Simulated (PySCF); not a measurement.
GeOF, SMILES [O]=[Ge][F], multiplicity 2. Geometry optimised at B3LYP-D3(BJ)/def2-TZVP.

Problem. Give the equilibrium geometry at B3LYP-D3(BJ)/def2-TZVP (PySCF confirms it by a frequency run) as bond lengths and angles, and its point group. (Estimate from the structure and the level; the computed values follow.)

Solution. point group Cs.
Atoms: Ge1 O2 F3. Bonds (Å): Ge1–O2 1.694, Ge1–F3 1.756. Bond angles (°): O2–Ge1–F3 115.0.
Charge 0, spin multiplicity 2.
